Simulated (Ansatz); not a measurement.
Four-centre ligand exchange

Start structure (BNH6SO2, closed shell), relaxed at PBE0-D4/def2-TZVP:

| atom | x (Å) | y (Å) | z (Å) |
| --- | --- | --- | --- |
| B1 | -0.7625 | -0.0043 | -0.7694 |
| N2 | -0.0840 | 1.2317 | -0.5943 |
| O3 | -1.1117 | -0.3724 | -2.0432 |
| O4 | -1.0523 | -0.8614 | 0.2632 |
| H5 | 1.8155 | 0.1382 | 0.9938 |
| S6 | 1.6183 | -0.2645 | 2.2622 |
| H7 | 0.0198 | 1.8525 | -1.3778 |
| H8 | -0.0552 | 1.7023 | 0.2919 |
| H9 | -1.4965 | -1.2511 | -2.0566 |
| H10 | -0.6415 | -0.6127 | 1.0988 |
| H11 | 1.7503 | -1.5584 | 1.9315 |

The step: BNH₄O₂ ([NH2][B]([OH])[OH]) + H₂S → BH₃SO₂ ([OH][B]([OH])[SH]) + NH₃ (still joined by a long B–N bond); bonds formed: B1–S6, N2–H5; bonds broken: H5–S6; bonds weakened to dative contacts: B1–N2. Ansatz 0.2.0; basis: def2-TZVPP and def2-QZVPP; cores frozen in the correlated methods. Extrapolation: Hartree–Fock as exp(−7.88 √X), correlation as X^−2.97. Energies below are by CCSD(T) at an estimated basis limit (MP2 extrapolated from triple and quadruple zeta, plus CCSD(T) − MP2 in triple zeta).

Question: What are the electronic barrier and the energy of the step, from the start structure to the end structure? (To be estimated.)

Answer: The calculation gives: Barrier 28.36 kcal/mol; step energy 5.88 kcal/mol (uphill); reverse barrier, their difference, 22.48 kcal/mol. Barrier and step energy count from the start structure, the reverse barrier from the end structure.

The saddle point: One imaginary mode of 575i cm⁻¹.
| pair | start (Å) | saddle (Å) | end (Å) |
| --- | --- | --- | --- |
| B1–S6 | 3.86 | 2.70 | 1.95 |
| N2–H5 | 2.71 | 1.16 | 1.01 |
| B1–N2 | 1.42 | 1.54 | 1.65 |
| H5–S6 | 1.35 | 1.83 | 2.92 |

Zero-point energy (harmonic, PBE0-D4): ZPE is 49.20 kcal/mol at the start and 48.73 kcal/mol at the saddle, so the barrier goes from 28.36 to 27.89 kcal/mol.

T1 diagnostic: at most 0.013.

Labels in which every atom is bracketed show which atoms are joined, not bond orders.

For scale, one of the runs: CCSD(T)/def2-TZVPP, 250 basis functions, launched by `ansatz run in.yaml --threads 8 --pin off --events-out ev --progress --plain --max-ram 19148MiB`. Hardware: 8 CPU threads of an Arm Neoverse V1, shared host. Wall time 99 s; peak host memory 5.6 GiB.
